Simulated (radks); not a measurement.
Results of a calculation; reference values are marked as such.
Task: Ionisation of N, [He] 2s2 2p3, to N+, [He] 2s2 2p2, under several functionals. Scalar-relativistic Kohn-Sham, spin-polarised, spherical densities, point nucleus; open shells are filled with parallel spins first; a radial shooting solver on a logarithmic mesh with Libxc functionals. The NIST Atomic Spectra Database gives 14.534 eV (measured). Rank these functionals by the error of their Delta-SCF ionisation energy: PW91; XLYP; exchange-only LDA; PBEsol; B86b exchange with PBE correlation; Wu-Cohen GGA.

Result: From best to worst: XLYP 14.766 eV (+0.232); PBEsol 14.848 eV (+0.313); Wu-Cohen GGA 14.911 eV (+0.377); B86b exchange with PBE correlation 14.938 eV (+0.404); PW91 14.990 eV (+0.456); exchange-only LDA 14.000 eV (-0.534). Open shells are spherical and high-spin; term and fine-structure splittings are not resolved.
